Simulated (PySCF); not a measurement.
Geometry:
```json
{"atom": "Si1", "x (Å)": "0.082", "y (Å)": "0.073", "z (Å)": "-1.715"}
{"atom": "C2", "x (Å)": "-0.011", "y (Å)": "-0.007", "z (Å)": "0.162"}
{"atom": "C3", "x (Å)": "-1.484", "y (Å)": "0.037", "z (Å)": "0.579"}
{"atom": "C4", "x (Å)": "0.745", "y (Å)": "1.197", "z (Å)": "0.734"}
{"atom": "C5", "x (Å)": "0.638", "y (Å)": "-1.316", "z (Å)": "0.624"}
{"atom": "H6", "x (Å)": "-1.557", "y (Å)": "-0.011", "z (Å)": "1.679"}
{"atom": "H7", "x (Å)": "-1.973", "y (Å)": "0.967", "z (Å)": "0.251"}
{"atom": "H8", "x (Å)": "-2.050", "y (Å)": "-0.812", "z (Å)": "0.168"}
{"atom": "H9", "x (Å)": "0.309", "y (Å)": "2.150", "z (Å)": "0.398"}
{"atom": "H10", "x (Å)": "1.807", "y (Å)": "1.186", "z (Å)": "0.446"}
{"atom": "H11", "x (Å)": "0.694", "y (Å)": "1.175", "z (Å)": "1.836"}
{"atom": "H12", "x (Å)": "1.692", "y (Å)": "-1.382", "z (Å)": "0.312"}
{"atom": "H13", "x (Å)": "0.108", "y (Å)": "-2.196", "z (Å)": "0.227"}
{"atom": "H14", "x (Å)": "0.609", "y (Å)": "-1.374", "z (Å)": "1.725"}
{"atom": "Cl15", "x (Å)": "2.037", "y (Å)": "0.059", "z (Å)": "-2.358"}
{"atom": "Cl16", "x (Å)": "-0.802", "y (Å)": "1.788", "z (Å)": "-2.434"}
{"atom": "Cl17", "x (Å)": "-0.871", "y (Å)": "-1.535", "z (Å)": "-2.572"}
```

PySCF 2.14.0 with density-fitted response routines calculation with GIAO KT2/pcSseg-1 shieldings and PBE0-D3(BJ)/def2-SVP geometry; in vacuum, averaged over atoms made equivalent by symmetry, fast rotation or ring inversion, no relativistic terms, single conformer.

δ = σ(ref) − σ, references computed at the same level: TMS for $^{13}$C, $^{1}$H, $^{29}$Si; HCl for $^{35}$Cl.

| atoms | nucleus | count | δ (ppm) |
| --- | --- | --- | --- |
| Si1 | $^{29}$Si | 1 | 43.0 |
| C2 | $^{13}$C | 1 | ? |
| C3/C4/C5 | $^{13}$C | 3 | ? |
| Cl15/Cl16/Cl17 | $^{35}$Cl | 3 | 128 |
| H6/H7/H8/H9/H10/H11/H12/H13/H14 | $^{1}$H | 9 | 1.10 |

**Question.** Fill in the missing shifts.

**Answer.** 
- C2: 34.7 ppm, carbon bonded to 3 C, Si
- C3/C4/C5: 25.7 ppm, carbon bonded to C, 3 H

Shifts are as computed. Against solution values, carbons near 30 ppm lie about +2 ppm off and those near 130 ppm about -5 ppm. Of 1309 compounds with measured shifts, 239 miss one by over three times the rms of a fit or turn the order of signals round; such compounds aren't used in these exercises.
